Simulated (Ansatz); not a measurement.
Al2Cl2F2H2O2, SMILES `[F][Al@-]1([Cl])[OH+][Al@-]([F])([Cl])[OH+]1`, charge 0, multiplicity 1.

(1) Give a relaxed structure at PBE0-D4/def2-TZVP (Ansatz). (Best estimate.)

Answers

(1) Computed: 
Z-matrix (Å, degrees):
```
Al
O 1 1.827
Cl 1 2.085 2 115.9
O 1 1.825 2 81.6 3 109.9
F 1 1.643 2 109.7 3 -137.1
Al 1 2.765 2 40.8 3 109.9
H 2 0.958 1 125.7 3 103.5
H 4 0.958 1 125.9 2 -146.6
F 6 1.643 1 119.6 2 -93.8
Cl 6 2.085 1 122.1 2 86.4
```
Point group Ci.
This is one stationary point; other conformers may exist.
